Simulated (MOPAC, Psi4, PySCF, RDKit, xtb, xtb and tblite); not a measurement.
Two geometries of SMILES C[Si](C)(C)[SiH2][SiH2][SeH], relaxed at GFN2-xTB with one dihedral held; other torsions can differ between them too.

Structure A

```
21

C      1.7631     1.5518    -1.3297
Si     0.7692     0.3035    -0.2792
C      1.7955    -0.1836     1.2554
C      0.4501    -1.2695    -1.3151
Si    -1.3009     1.1872     0.3953
Si    -2.8636    -0.4671     0.9013
Se    -1.7878    -2.2039     2.0185
H      2.7145     1.1376    -1.6519
H      1.2134     1.8402    -2.2207
H      1.9734     2.4574    -0.7686
H      1.2736    -0.9364     1.8402
H      1.9785     0.6683     1.9043
H      2.7609    -0.5995     0.9797
H     -0.1433    -1.0565    -2.2001
H      1.3770    -1.7300    -1.6459
H     -0.0877    -2.0122    -0.7303
H     -1.9578     2.0439    -0.6059
H     -1.1895     2.0647     1.5748
H     -4.0116    -0.1926     1.7696
H     -3.3968    -1.2096    -0.2411
H     -1.7713    -1.5652     3.2968
```

Structure B

```
21

C      1.7832     1.5361    -1.2996
Si     0.7755     0.2993    -0.2490
C      1.8056    -0.2266     1.2691
C      0.4148    -1.2582    -1.2955
Si    -1.2763     1.2122     0.4404
Si    -2.8911    -0.4176     0.8479
Se    -1.8075    -2.2597     1.7900
H      2.7188     1.1030    -1.6420
H      1.2270     1.8501    -2.1777
H      2.0244     2.4283    -0.7298
H      1.2748    -0.9805     1.8445
H      2.0063     0.6112     1.9309
H      2.7622    -0.6535     0.9796
H     -0.1869    -1.0288    -2.1709
H      1.3278    -1.7350    -1.6412
H     -0.1295    -1.9954    -0.7073
H     -1.8965     2.1272    -0.5332
H     -1.1656     2.0361     1.6567
H     -3.9648    -0.1815     1.8162
H     -3.5502    -1.0136    -0.3163
H     -2.5321    -2.2715     3.0159
```

Which is lower in energy at the level PBE0-D3(BJ)/def2-SVP // GFN2-xTB (Psi4 1.11), and by how much?

A is lower, by 5.88 kJ/mol (dihedral Si5–Si6–Se7–H21: 80° in A, 120° in B).

E(B) − E(A) in kJ/mol at the other levels, on the same two geometries: GFN2-xTB (xtb and tblite) -0.06; PBE0/def2-SVP // GFN2-xTB (Psi4) 5.98; PBE/def2-SVP // GFN2-xTB (Psi4) 6.18; PBE-D3(BJ)/def2-SVP // GFN2-xTB (Psi4) 6.03; UFF // GFN2-xTB (RDKit) 5.28; PM7, restricted, heats of formation // GFN2-xTB (MOPAC) 2.54; PM6, restricted, heats of formation // GFN2-xTB (MOPAC) 2.10; GFN1-xTB // GFN2-xTB (xtb) 3.89; restricted B3LYP/6-31G*, spherical d, density fitting // GFN2-xTB (PySCF) 5.15; restricted BP86/6-31G*, spherical d, density fitting // GFN2-xTB (PySCF) 5.40; restricted M06-2X/6-31G*, spherical d, density fitting // GFN2-xTB (PySCF) 4.78; restricted Hartree-Fock/3-21G, density fitting // GFN2-xTB (PySCF) 5.05.
